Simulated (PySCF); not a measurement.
# Shapes and spin states of TiFCl

Level of theory: PySCF, PBE0, basis Ti def2-TZVP, F def2-TZVP, Cl def2-TZVP (no relativity, density fitting).

Relaxations began from a few typed shapes and spin states; open shells are unrestricted. The search is not exhaustive: other isomers or separated fragments can lie lower, and high-lying points may rest on an excited occupation.

Q: Order these stationary points by electronic energy, lowest first, in kJ/mol from the lowest minimum.
A. triplet Cs: Ti–Cl 2.231 Å, Ti–F 1.793 Å; Cl–Ti–F 143.0°
B. broken-symmetry Ms = 0 (⟨S²⟩ 0.98) C∞v: Ti–Cl 2.247 Å, Ti–F 1.809 Å; Cl–Ti–F 180.0°
C. singlet (closed shell, unstable to spin polarisation) C∞v: Ti–Cl 2.285 Å, Ti–F 1.803 Å; Cl–Ti–F 180.0°
D. triplet C∞v: Ti–Cl 2.240 Å, Ti–F 1.808 Å; Cl–Ti–F 180.0°

A: A (0.0), D (4.1), B (44.0), C (119.6).

Q: Which of them are minima?

A: By energy in kJ/mol, 0.0: minimum; 4.1: saddle point, 2 imaginary modes; 44.0: saddle point, 2 imaginary modes; 119.6: minimum of the closed-shell surface only.

Formally Ti is in oxidation state +2, d2, with 2 unpaired electrons (the high-spin count). The Mulliken spin on Ti is 2.06. The polar-tensor charge on Ti, 1.42, is below the formal one.

For the lowest minimum: other spin states or occupations of the open shell can lie lower.

The electron or spin density has lower symmetry than the nuclear frame for the broken-symmetry Ms = 0 (⟨S²⟩ 0.98) C∞v at 44.0 kJ/mol.
